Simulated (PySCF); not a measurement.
# C₆ coefficients of unlike pairs at B97-3

Calculated with PySCF 2.14 from the dipole response of each species, C₆(A,B) = (3/π) ∫ α_A(iu) α_B(iu) du, in atomic units, from isotropic polarisabilities. For ions this is the dispersion term alone; charge-induced terms of lower order in 1/R come first.

```csv
species,configuration,basis,relativity,α (bohr³),C₆ (like pair)
Ti³⁺,[Ar] 3d1 (2D),aug-cc-pwCVTZ-DK (10s9p7d4f3g),spin-free X2C,2.264,5.867
As³⁺,[Ar] 3d10 4s2 (1S),aug-cc-pVQZ-PP with ECP10MDF (7s6p5d3f2g),core potential,6.777,20.38
Ne⁺,[He] 2s2 2p5 (2P),"aug-cc-pVTZ with one added diffuse shell each of s, p, d, f type (6s5p4d3f)",none,1.359,2.392
Zr⁺,[Kr] 4d2 5s1 (4F),aug-cc-pwCVDZ-PP with ECP28MDF (6s6p5d3f),core potential,61.56,528.8
```

(1) Estimate C₆ for Zr⁺ with Ti³⁺.

No spin-orbit coupling is included.

The other pairs:

```csv
pair,C₆
"Ne⁺, As³⁺",6.229
"Zr⁺, As³⁺",93.55
"Zr⁺, Ne⁺",24.54
"Ne⁺, Ti³⁺",3.741
"As³⁺, Ti³⁺",9.957
```

## Answers

(1) The integral gives 39.78. The combination rule 2 C_A C_B / (C_A α_B/α_A + C_B α_A/α_B) gives 34.66 and the geometric mean 55.70.
